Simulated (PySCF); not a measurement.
Compound: C7H13OPS.
Structure used (GFN2-xTB), in Å, numbered top down from 1:
```xyz
23
C7H13OPS angstrom
C     -3.3525    0.6027   -0.0911
C     -2.3466   -0.1104   -0.9538
O     -2.2948    0.0124   -2.1522
C     -1.3711   -0.9614   -0.1908
P     -0.0986    0.1774    0.5808
C      1.1209   -1.1295    1.1108
C      2.4597   -0.4896    1.4409
S      3.3350    0.0678   -0.0559
C      2.1348    1.3030   -0.6495
C      0.7857    0.6851   -0.9759
H     -3.9191    1.3195   -0.6791
H     -2.8348    1.1109    0.7216
H     -4.0361   -0.1234    0.3446
H     -1.8650   -1.4868    0.6285
H     -0.8753   -1.6706   -0.8575
H      0.7219   -1.6214    2.0035
H      1.2478   -1.8802    0.3252
H      2.3374    0.3717    2.1012
H      3.1342   -1.2057    1.9110
H      2.5952    1.7332   -1.5391
H      2.0445    2.0769    0.1161
H      0.9105   -0.1768   -1.6384
H      0.1617    1.4221   -1.4909
```

Definitions: NICS(0) = −σiso at the ring centroid; NICS(1) = −σiso and NICS(1)zz = −σzz at ±1 Å along the ring normal z. Level: GIAO PBE0/pcSseg-1 (PySCF, non-relativistic, gas phase) on the GFN2-xTB geometry, one conformer.

Ring bond lengths (Å), with Mayer bond orders in brackets: P5–C6 1.864 (0.95), C6–C7 1.520 (1.01), C7–S8 1.821 (1.01), S8–C9 1.822 (1.01), C9–C10 1.519 (1.01), C10–P5 1.861 (0.95).

Question: What do the NICS probes read (ppm)?

Answer: 
| ring | type | NICS(0) | NICS(1), two faces | NICS(1)zz, two faces | rms pucker (Å) | centre to ring atoms, mean (Å) |
| --- | --- | --- | --- | --- | --- | --- |
| P5–C6–C7–S8–C9–C10 | 6-membered ring with P and S; formal bonds all single | -3.4 | -2.0 / -2.9 | 5.9 / 3.4 | 0.32 | 1.64 |

Question: What do they say, and how far can they be read as aromaticity?

Answer: 
- P5–C6–C7–S8–C9–C10: mean NICS(1)zz 4.6 ppm, deshielded. C6, C7, C9, C10 have four or more neighbours, so the value isn't read as a sign of a π ring current.

Question: What is the mean of the two in-plane components of NICS at the first NICS(1) probe listed for ring P5–C6–C7–S8–C9–C10, 1 Å off the ring?

Answer: The isotropic value is a third of the trace: (3 × -2.0 − (5.9))/2 = -6.0 ppm.

Question: List the ring angles and the Hirshfeld charges of the ring atoms.

Answer: 
- P5–C6–C7–S8–C9–C10: P5 96.8° (+0.163 e), C6 110.0° (-0.119 e), C7 111.9° (-0.075 e), S8 99.1° (-0.016 e), C9 112.3° (-0.074 e), C10 110.7° (-0.122 e); sum 640.9° against 720° for a flat convex ring.

Question: How shielded are the nuclei of the rings and their hydrogens (means over atoms taken as equivalent)?

Answer: 
```tsv
atoms	environment	σ isotropic (ppm)	principal values of the symmetric part, first atom (ppm)
P5	phosphine phosphorus	367.3	324.8, 360.4, 416.6
C6 (×2)	sp3 carbon bound to phosphorus	152.0	132.9, 156.9, 165.1
C7 (×2)	sp3 carbon bound to sulfur	152.3	143.4, 150.3, 162.7
S8	sulfide sulfur	476.9	359.5, 475.6, 595.6
H16 (×4)	methylene hydrogen	29.81	24.7, 28.2, 35.8
H18 (×4)	methylene hydrogen	28.92	24.2, 27.8, 34.5
```

Cost: about 3 min of CPU time on one thread; the machine was shared, so the figure is rough. This is the whole shielding run at PBE0/pcSseg-1, SCF included.
